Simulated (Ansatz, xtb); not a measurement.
**C3H4F3NOS: 4 structures ranked**

4 gas-phase structures of C3H4F3NOS, from a drawn sample of its isomers (lower ones may exist). Each was relaxed with GFN2-xTB; where two conformers were screened, the lower at r2SCAN-D4/def2-SVP is listed:

A. `[H]/N=C(/O)CSC(F)(F)F`, a singlet
B. `NC(=O)CSC(F)(F)F`, a singlet
C. `[H]/N=C(\O)CSC(F)(F)F`, a singlet
D. `N/C(O)=C/SC(F)(F)F`, a singlet

Q: Make a reasoned guess at their ranking by r2SCAN-D4/def2-SVP single-point energy.

A: Calculated order at r2SCAN-D4/def2-SVP: B (0.0), D (15.5), A (17.1), C (19.6) kcal/mol.

Energies above the lowest of each column, in kcal/mol; the last columns are at B3LYP/def2-SVP geometries and were run for some of them only (a dash: not run or not comparable):

```csv
structure,GFN2-xTB,HF/STO-3G,r2SCAN-D4/def2-SVP,B3LYP/def2-SVP,CCSD(T)/def2-SVP + ΔMP2/def2-TZVPP
B,0.0,0.0,0.0,0.0,0.0
D,12.5,16.0,15.5,15.7,15.2
A,10.5,7.1,17.1,14.9,11.1
C,11.3,9.6,19.6,–,–
```

Every level run on B puts it lowest or level with the lowest. CCSD(T)/def2-SVP + ΔMP2/def2-TZVPP orders those it was run on as B (0.0), A (11.1), D (15.2) kcal/mol. Some further structures that were screened fall inside this span and aren't listed. Flexible structures stand in one conformer each, not always the lowest. Frequencies (GFN2-xTB) were run for D alone. ΔMP2 is the change of the MP2 energy from the smaller to the larger basis.

Over these structures GFN2-xTB departs from r2SCAN-D4/def2-SVP by 2.9 kcal/mol on average once a common shift is removed. A GFN2-xTB relaxation took about 0.17 s and the r2SCAN-D4/def2-SVP energy about 7.2 s on a shared host (Ansatz 0.2.0, xtb 6.7.1).
